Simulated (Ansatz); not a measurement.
`B[SiH2]N[SiH3]` + H₂ → `[SiH3]N[SiH3]` + BH₃  (hydrogenolysis of the Si–B bond)

Computed with Ansatz on PBE0-D4/def2-TZVP structures; ΔE is electronic, products minus reactants. CCSD(T)/CBS adds triple-zeta CCSD(T) − MP2 to the extrapolated MP2 energy (def2 sets, frozen cores). This one scheme is used for every species. DFT in def2-TZVPP. One conformer a species, not always the lowest.

`B[SiH2]N[SiH3]`:

Z-matrix (Å, degrees):
```
Si
N 1 1.733
B 1 2.003 2 113.1
H 1 1.490 2 107.6 3 124.8
H 1 1.502 2 113.1 3 -118.8
Si 2 1.725 1 128.4 3 -160.0
H 2 1.010 1 115.0 3 29.2
H 3 1.196 1 119.8 2 167.5
H 3 1.198 1 123.0 2 -15.5
H 6 1.491 2 113.5 1 -97.9
H 6 1.485 2 107.3 1 21.7
H 6 1.488 2 110.2 1 141.7
```

H₂:

Z-matrix (Å, degrees):
```
H
H 1 0.746
```

`[SiH3]N[SiH3]`:

Z-matrix (Å, degrees):
```
Si
N 1 1.726
H 1 1.490 2 112.6
H 1 1.484 2 107.4 3 119.9
H 1 1.489 2 110.9 3 -120.0
Si 2 1.726 1 128.9 3 -109.8
H 2 1.011 1 115.5 3 66.2
H 6 1.490 2 112.6 1 109.8
H 6 1.484 2 107.4 1 -10.1
H 6 1.488 2 110.9 1 -130.1
```

BH₃:

Z-matrix (Å, degrees):
```
B
H 1 1.193
H 1 1.193 2 120.0
H 1 1.193 2 120.0 3 180.0
```

```csv
level,ΔE (kJ/mol)
LDA (SPW92),-22.1
B97M-V,-32.9
r2SCAN0-D4,-36.4
ωB97X-V,-39.5
r2SCANh,-34.4
HF/def2-QZVPP,-67.8
SCS-MP2/def2-QZVPP,-47.1
MP2/CBS(def2),-40.7
```

Question: What does CCSD(T)/CBS give? (Estimate.)

Answer: Computed: -38.4 kJ/mol. The listed levels differ from it by 16.3, 5.5, 2.0, -1.1, 4.0, -29.4, -8.7, -2.3 kJ/mol.

Largest T1 diagnostic among the species: 0.011.

From PBE to PBE0 (25 % exact exchange), in def2-TZVPP and without D4, ΔE moves by −7.6 kJ/mol. At CCSD(T), def2-SVP lies −8.7 kJ/mol from the extrapolated value and def2-TZVPP −2.3 kJ/mol.
